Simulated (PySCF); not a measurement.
## Bonding in `CC[Si@H](C[SiH3])[SiH2]F`

Compound: C3H13FSi3.
Numbering: `[CH3:1][CH2:2][Si@H:3]([CH2:4][SiH3:5])[SiH2:6][F:7]` (hydrogens: H8, H9, H10 on C1; H11, H12 on C2; H13 on Si3; H14, H15 on C4; H16, H17, H18 on Si5; H19, H20 on Si6)

Geometry (GFN2-xTB, Å), atoms numbered from 1 in this order:
```
atom  x, y, z in Å
C1    -2.4541   -0.7115    0.2553
C2    -1.7183   -0.5715   -1.0737
Si3    0.0322    0.1888   -0.8882
C4     1.0918   -1.0020    0.1622
Si5    2.9491   -0.6245    0.2342
Si6   -0.0480    2.2687    0.1149
F7    -1.1023    3.1747   -0.7146
H8    -1.9006   -1.3545    0.9369
H9    -2.5819    0.2604    0.7292
H10   -3.4414   -1.1474    0.1092
H11   -2.3155    0.0500   -1.7428
H12   -1.6490   -1.5539   -1.5457
H13    0.6035    0.2186   -2.2535
H14    0.7042   -1.0175    1.1822
H15    0.9615   -2.0149   -0.2205
H16    3.6243   -1.6292    1.0631
H17    3.5156   -0.6597   -1.1149
H18    3.1523    0.7034    0.8212
H19   -0.5939    2.3526    1.4704
H20    1.1654    3.0801    0.0625
```

Bond orders from the PBE0/pcSseg-1 density (PySCF). One conformer (not necessarily the lowest) at the GFN2-xTB geometry, without solvent, vibrations or thermal averaging.

(1) How far do the computed orders between heavy atoms stray from the drawn ones?

(2) Give the Mayer order of every bond, beside its length.

Results:

(1) The largest departure is 0.122, at Si3–C4 (drawn single, 0.878). Drawn single, order below 0.88: Si3–C4 (0.878).

(2) 
| bond | drawn as | length (Å) | Mayer order |
| --- | --- | --- | --- |
| C1–C2 | single | 1.525 | 1.047 |
| C2–Si3 | single | 1.917 | 0.923 |
| Si3–C4 | single | 1.909 | 0.878 |
| C4–Si5 | single | 1.897 | 0.926 |
| Si3–Si6 | single | 2.311 | 0.914 |
| Si6–F7 | single | 1.619 | 0.892 |
| C1–H8 | single | 1.088 | 0.964 |
| C1–H9 | single | 1.089 | 0.963 |
| C1–H10 | single | 1.089 | 0.968 |
| C2–H11 | single | 1.091 | 0.946 |
| C2–H12 | single | 1.092 | 0.944 |
| Si3–H13 | single | 1.480 | 0.954 |
| C4–H14 | single | 1.091 | 0.927 |
| C4–H15 | single | 1.091 | 0.935 |
| Si5–H16 | single | 1.467 | 0.948 |
| Si5–H17 | single | 1.464 | 0.949 |
| Si5–H18 | single | 1.466 | 0.943 |
| Si6–H19 | single | 1.464 | 0.905 |
| Si6–H20 | single | 1.461 | 0.907 |

Bonds between the same two heavy elements. C–Si: lowest Si3–C4 (0.878, 1.909 Å), highest C4–Si5 and C2–Si3 (0.926, 1.897 Å); in 1 of the 3 pairs the longer bond (by over 0.003 Å) has the higher order (by 0.02 or more). Bonds named together lie within 0.004.

Q: Sum the orders of all bonds at each heavy atom with more than one neighbour and set the sums beside the valence in the SMILES.

A: C1 3.942 (drawn 4), C2 3.860 (drawn 4), Si3 3.669 (drawn 4), C4 3.666 (drawn 4), Si5 3.766 (drawn 4), Si6 3.618 (drawn 4). Orders between atoms that aren't bonded are not in these sums.

The Mayer order sums products of elements of PS (density times overlap matrix) between the two atoms' basis functions, so it depends on the basis set.
